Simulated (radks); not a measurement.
Calculated with a radial shooting solver on a logarithmic mesh with Libxc functionals: Dirac Kohn-Sham, PBE, spin-unpolarised, spherical densities, finite nucleus; open shells fill j = l - 1/2 first; Fermi nuclear charge, rms radius of each element as measured or else 0.836 A^(1/3) + 0.57 fm. Each species is in its NIST ground configuration. Rank Zr, Sr, Sb, Sn, Cd, Mo, Nb, Te, Pd, Tc, In, Rb, Rh, Xe, Ag, Ru, I by radius at which the density is 0.001 e/bohr^3 (bohr), largest first.

Answer. Sr 5.26, Zr 5.08, Nb 4.82, Tc 4.75, Mo 4.71, Sn 4.69, Sb 4.68, In 4.62, Te 4.61, I 4.52, Rb 4.51, Ru 4.50, Rh 4.41, Xe 4.41, Cd 4.38, Ag 4.26, Pd 4.08.
